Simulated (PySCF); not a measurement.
Si(CCH)3(F) (C6H3FSi), SMILES C#C[Si](F)(C#C)C#C. The structure is a stationary point at PBE0-D3(BJ)/def2-SVP.

Level of theory: PBE0-D3(BJ)/def2-SVP in PySCF 2.14.0.

Harmonic wavenumbers (cm⁻¹): 87, 87, 105, 167, 167, 236, 335, 335, 399, 399, 416, 547, 725, 725, 750, 752, 752, 760, 760, 761, 918, 2177, 2178, 2178, 3473, 3474, 3474. Rotational constants (GHz): 1.581, 1.581, 1.119; symmetry number 3.

Task: Work out the zero-point energy and the ideal-gas rigid-rotor harmonic-oscillator thermochemistry at 298.15 K and 1 atm.

Result: ZPE = ½ Σ hcν = ½ × 27136 cm⁻¹ = 38.79 kcal/mol. H − E(el) = 45.34 kcal/mol. Entropy in cal/(mol K): translation 40.31, rotation 26.95, vibration 25.60, total 92.87. G − E(el) = 17.65 kcal/mol. Cp = 34.52 cal/(mol K). Modes under 150 cm⁻¹ make the vibrational entropy uncertain.
